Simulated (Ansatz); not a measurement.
CH5GaSe (`C[Se][GaH2]`). Total charge 0; spin multiplicity 1.

Z-matrix (Å, degrees):
```
C
Se 1 1.961
H 1 1.088 2 108.4
H 1 1.088 2 108.4 3 119.3
H 1 1.088 2 110.3 3 -120.4
Ga 2 2.306 1 100.1 3 120.4
H 6 1.560 2 117.1 1 -180.0
H 6 1.566 2 116.4 1 0.0
```

Q: What are the harmonic wavenumbers in cm⁻¹ at PBE0-D4/def2-TZVP (Ansatz, finite differences of forces, unscaled)? (Estimate.)

A: Ansatz gave: 62, 153, 256, 300, 448, 574, 608, 718, 923, 923, 1308, 1463, 1470, 1973, 2004, 3079, 3180, 3182.

Q: Is this a minimum?

A: Yes, all 18 modes are real.

Q: Give the ideal-gas thermochemistry at 298.15 K and 1 bar (rigid rotor, harmonic oscillator; point group Cs, symmetry number 1).

A: Zero-point energy 135.3 kJ/mol; H(298) − E = 153.6 kJ/mol; entropy 336.2 J/(mol·K), of which translation 172.6, rotation 111.5, vibration 52.2; G(298) − E = 53.3 kJ/mol. Modes under 100 cm⁻¹ are hindered rotations or soft bends, so the harmonic entropy is rough.
